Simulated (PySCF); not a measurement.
# Static response to an electric field

Compound: C₅H₈ClNSi.
Structure used (GFN2-xTB), in Å, numbered top down from 1:
```xyz
16
C5H8ClNSi angstrom
C      2.9392   -0.9681    0.5173
C      1.9226   -0.1808    0.1676
C      0.5492   -0.5995    0.2735
C     -0.5492    0.1058   -0.0679
C     -0.5403    1.4371   -0.6232
N     -1.6770    1.9347   -0.8718
Si    -2.3368   -0.4917    0.1072
Cl    -2.2474   -2.3656    0.8877
H      2.7739   -1.9635    0.8966
H      3.9637   -0.6476    0.4357
H      2.1227    0.8125   -0.2093
H      0.4072   -1.5959    0.6763
H      0.4105    1.9496   -0.8050
H     -1.6856    2.8722   -1.2652
H     -3.0774    0.3221    1.0620
H     -2.9827   -0.6123   -1.1929
```

Level: PBE0/def2-SVPD (PySCF), static field, nuclei fixed, core orbitals frozen in the response. The polarisability tensor in these axes (au):

```
x   159.12 -21.10  12.32
y   -21.10 115.41 -19.21
z    12.32 -19.21  79.38
```

Question: Give the principal values, the mean and the anisotropy Δα = √{½[(α1 − α2)² + (α2 − α3)² + (α1 − α3)²]}.

Answer: Principal values 70.94, 111.44 and 171.52 au; mean 117.97 au = 17.48 Å³ = 19.45 × 10⁻⁴⁰ C²·m²/J; Δα = 87.65 au (74 % of the mean).

Question: What is the dipole moment, and where does it point?

Answer: (3.12, 2.14, -0.77) D, 3.86 D in size, pointing from the negative to the positive side. Measured along this direction, the outermost atoms are Cl8 at the negative end and H10 at the positive end.

Question: Sum over states: ᾱ = Σ f/ω², ω in Eh. What share falls to these 8 lowest TDDFT singlets (eV, f)? 4.33, 0.0000; 4.83, 0.6856; 5.43, 0.0021; 5.49, 0.0012; 5.98, 0.1229; 6.24, 0.0008; 6.37, 0.0001; 6.73, 0.0069.

Answer: They add up to 24.53 au, 20.8 % of the 117.97 au; the largest single term is 21.77 au, from the state at 4.83 eV. Terms in order: 0.00, 21.77, 0.05, 0.03, 2.55, 0.02, 0.00, 0.11 au. Higher excitations give the rest. The strengths listed sum to 0.820.

Question: Give the principal axes and the span of the nuclei along them.

Answer: Largest value along (0.89, -0.40, 0.20), where the nuclei span 6.81 Å; middle along (0.45, 0.83, -0.32), 5.34 Å; least along (-0.04, 0.38, 0.92), 2.44 Å. The response follows the extents in order.

Question: Find the Langevin capture rate constant for NO+ (29.998 u) meeting this molecule (145.011 u), k = 2.342 × 10⁻⁹ cm³/s × √(α in Å³ / reduced mass in u).

Answer: The reduced mass is 24.86 u, so k = 1.96 × 10⁻⁹ cm³/s. The formula leaves out the permanent dipole, which adds to the capture rate.

The structure is a single GFN2-xTB conformer in the gas phase; no vibrational or solvent corrections.

The run behind these numbers computed excited states as well. On one thread, Arm Neoverse N1 (aarch64) (shared host), this took 92 s wall and 0.93 GiB of memory at its peak.
